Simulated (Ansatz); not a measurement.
Cu2, singlet: energies of several shapes or isomers

Program: Ansatz, Gaussian basis, development build. Basis cc-pVTZ, nonrelativistic, 10 orbitals frozen in the corrections; active space CAS(10,10), shells under the valence barred from it. Restricted Hartree–Fock, then the lowest state-specific CASSCF solution met for each case. Coupled cluster stands on the determinant that it favours, not always the lowest RHF. Single-reference values can break down or jump between states where bonds are stretched. Unlike active orbitals can shift such differences by tenths of an eV, at times by over 1 eV.

Case A: bond length 2.8083 Å.

Case B: bond length 2.5530 Å.

Case C: bond length 2.2200 Å.

Energy less that of case A, in eV:

| case | RHF/ROHF | CASSCF | CCSD(T) |
| --- | --- | --- | --- |
| B | -0.155 | -0.107 | -0.316 |
| C | -0.040 | -0.006 | -0.511 |

Task: Give the SC-NEVPT2 energies against case A.

Result: B: -0.258 eV (-5.9 kcal/mol); C: -0.534 eV (-12.3 kcal/mol).

Task: Which case is lowest, and do the methods agree?

Result: C is lowest in SC-NEVPT2. RHF/ROHF puts B lowest. CASSCF puts B lowest.
